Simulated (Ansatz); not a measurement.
`[BH2][Ga]([OH])[F]` + H₂O → `[OH][Ga]([OH])[F]` + BH₃ at 700 K and 1 bar (formal hydrolysis of a Ga–B bond).

Program: Ansatz. Geometries: PBE0-D4/def2-TZVP. ΔE: electronic, gas phase. CCSD(T)/CBS is the MP2 limit (def2-TZVPP, def2-QZVPP) plus CCSD(T) − MP2 in def2-TZVPP, frozen cores. This one scheme is used for every species. For Ga outer-core shells are correlated without core-valence functions, which leaves a few kJ/mol of doubt a bond. Scalar relativity is left out up to krypton. Each species was taken in one conformer, which may not be the lowest.

| species | CCSD(T)/CBS energy (Eh) | H − E (kJ/mol) | S (J/(mol·K)) |
| --- | --- | --- | --- |
| `[BH2][Ga]([OH])[F]` | -2125.54859 | 157.4 | 426.4 |
| H₂O | -76.37941 | 80.5 | 218.4 |
| `[OH][Ga]([OH])[F]` | -2175.39098 | 134.8 | 402.7 |
| BH₃ | -26.55200 | 96.5 | 225.0 |

H − E and S are ideal-gas, rigid-rotor, harmonic terms from PBE0-D4/def2-TZVP, for one conformer and one mirror image of each species. 1 Eh = 2625.50 kJ/mol, R = 8.31446 J/(mol·K).

Task: By hand: ΔE, ΔH, ΔS and ΔG.

Result: ΔE = (-2175.39098) + (-26.55200) − (-2125.54859) − (-76.37941) = -0.01498 Eh = -39.3 kJ/mol. Δ(H − E) = 134.8 + 96.5 − 157.4 − 80.5 = -6.6, so ΔH = -45.9 kJ/mol. ΔS = 402.7 + 225.0 − 426.4 − 218.4 = -17.1 J/(mol·K). ΔG = -45.9 − 700 × (-17.1)/1000 = -33.9 kJ/mol.

Task: By hand: the equilibrium constant, and the temperature at which ΔG would vanish if ΔH and ΔS stayed fixed.

Result: log₁₀ K = −ΔG/(RT ln 10) = 2.5. ΔG = 0 at ΔH/ΔS = 2684 K, far beyond where these terms or the molecules hold.

ΔH outweighs TΔS. A doubt of 5 kJ/mol in ΔE shifts log₁₀ K by 0.4 here. Other conformers and mirror images would add mixing entropy, several J/(mol·K) or more a flexible species. These are equilibria of isolated gas molecules and say nothing of rates. Largest T1 diagnostic: 0.014 (customary marks: 0.02 for closed shells, 0.045 for open ones).
